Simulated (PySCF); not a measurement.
C$_{4}$H$_{6}$Si, charge +1, doublet, at a GFN2-xTB geometry (a state made from the parent by changing its charge; the spin is typed, not shown lowest); PBE0/STO-3G run with PySCF.

Here is a job for PySCF.
```python
from pyscf import gto, scf, dft

mol = gto.Mole()
mol.atom = '''
    C    -1.222972    0.750789   -0.511415
    C    -0.027153    1.293129   -0.176368
    Si    1.276395   -0.078851    0.248676
    C    -0.286777   -1.221920    0.358743
    C    -1.366359   -0.638240   -0.215880
    H    -2.016288    1.318976   -0.982691
    H     0.171900    2.352184   -0.144975
    H     1.966939    0.119196    1.514540
    H     1.999349   -0.412890   -0.970565
    H    -0.297504   -2.195062    0.822515
    H    -2.274361   -1.181050   -0.450776
'''
mol.basis = 'sto-3g'
mol.charge = 1
mol.spin = 1
mol.verbose = 4
mol.build()

mf = dft.UKS(mol)
mf.xc = 'pbe0'
mf.kernel()
```

Output, abridged:

```
PySCF version 2.14.0

[INPUT] verbose = 4
[INPUT] num. atoms = 11
[INPUT] num. electrons = 43
[INPUT] charge = 1
[INPUT] spin (= nelec alpha-beta = 2S) = 1
[INPUT] symmetry False subgroup None
[INPUT] Mole.unit = angstrom
[INPUT] Symbol           X                Y                Z      unit          X                Y                Z       unit  Magmom
[INPUT]  1 C     -1.222972000000   0.750789000000  -0.511415000000 AA   -2.311082138012   1.418785587336  -0.966434285994 Bohr   0.0
[INPUT]  2 C     -0.027153000000   1.293129000000  -0.176368000000 AA   -0.051311733460   2.443659653733  -0.333287217137 Bohr   0.0
[INPUT]  3 Si     1.276395000000  -0.078851000000   0.248676000000 AA    2.412036976764  -0.149006794648   0.469929533752 Bohr   0.0
[INPUT]  4 C     -0.286777000000  -1.221920000000   0.358743000000 AA   -0.541929988824  -2.309094146129   0.677926019105 Bohr   0.0
[INPUT]  5 C     -1.366359000000  -0.638240000000  -0.215880000000 AA   -2.582044297835  -1.206098801742  -0.407954075771 Bohr   0.0
[INPUT]  6 H     -2.016288000000   1.318976000000  -0.982691000000 AA   -3.810232108247   2.492503404874  -1.857016855075 Bohr   0.0
[INPUT]  7 H      0.171900000000   2.352184000000  -0.144975000000 AA    0.324843920813   4.444983554584  -0.273963044909 Bohr   0.0
[INPUT]  8 H      1.966939000000   0.119196000000   1.514540000000 AA    3.716976013726   0.225247795144   2.862065804699 Bohr   0.0
[INPUT]  9 H      1.999349000000  -0.412890000000  -0.970565000000 AA    3.778222037423  -0.780249019572  -1.834102036088 Bohr   0.0
[INPUT] 10 H     -0.297504000000  -2.195062000000   0.822515000000 AA   -0.562201080963  -4.148066006440   1.554328083347 Bohr   0.0
[INPUT] 11 H     -2.274361000000  -1.181050000000  -0.450776000000 AA   -4.297919398392  -2.231861039418  -0.851843183527 Bohr   0.0

nuclear repulsion = 199.245609501253
number of shells = 23
number of NR pGTOs = 105
number of NR cGTOs = 35
basis = sto-3g
ecp = {}

******** <class 'pyscf.dft.uks.UKS'> ********
method = UKS
initial guess = minao
damping factor = 0
level_shift factor = 0
DIIS = <class 'pyscf.scf.diis.CDIIS'>
diis_start_cycle = 1
diis_space = 8
diis_damp = 0
SCF conv_tol = 1e-09
SCF conv_tol_grad = None
SCF max_cycles = 50
direct_scf = True
direct_scf_tol = 1e-13
number electrons alpha = 22  beta = 21
XC library pyscf.dft.libxc version 7.1.2
    S. Lehtola, C. Steigemann, M. J. T. Oliveira, and M. A. L. Marques,  SoftwareX 7, 1–5 (2018)
XC functionals = pbe0
    C. Adamo and V. Barone,  J. Chem. Phys. 110, 6158 (1999)
    M. Ernzerhof and G. E. Scuseria,  J. Chem. Phys. 110, 5029 (1999)
radial grids:
    Treutler-Ahlrichs [JCP 102, 346 (1995); DOI:10.1063/1.469408] (M4) radial grids

becke partition: Becke, JCP 88, 2547 (1988); DOI:10.1063/1.454033
pruning grids: <function nwchem_prune>
grids dens level: 3
symmetrized grids: False
atomic radii adjust function: <function treutler_atomic_radii_adjust>
small_rho_cutoff = 0
Set gradient conv threshold to 3.16228e-05
tot grids = 134504
init E= -440.386905293603

cycle= 1 E= -439.688041583342  delta_E= 0.699  |g|= 0.11  |ddm|= 3.04
cycle= 2 E= -439.696778429392  delta_E= -0.00874  |g|= 0.0628  |ddm|= 0.298
cycle= 3 E= -439.699582472531  delta_E= -0.0028  |g|= 0.0259  |ddm|= 0.121
cycle= 4 E= -439.700063919689  delta_E= -0.000481  |g|= 0.0092  |ddm|= 0.0412
cycle= 5 E= -439.700215285415  delta_E= -0.000151  |g|= 0.00301  |ddm|= 0.0261
cycle= 6 E= -439.700247237936  delta_E= -3.2e-05  |g|= 0.000362  |ddm|= 0.0182
cycle= 7 E= -439.700247531888  delta_E= -2.94e-07  |g|= 0.000112  |ddm|= 0.00145
cycle= 8 E= -439.700247555597  delta_E= -2.37e-08  |g|= 4.41e-05  |ddm|= 0.000417
cycle= 9 E= -439.700247557883  delta_E= -2.29e-09  |g|= 1.18e-05  |ddm|= 0.000109
cycle= 10 E= -439.70024755818  delta_E= -2.96e-10  |g|= 3.95e-06  |ddm|= 4.28e-05
Extra cycle  E= -439.700247558209  delta_E= -2.99e-11  |g|= 4.47e-06  |ddm|= 1.78e-05
converged SCF energy = -439.700247558209  <S^2> = 0.77178962  2S+1 = 2.0216722
```
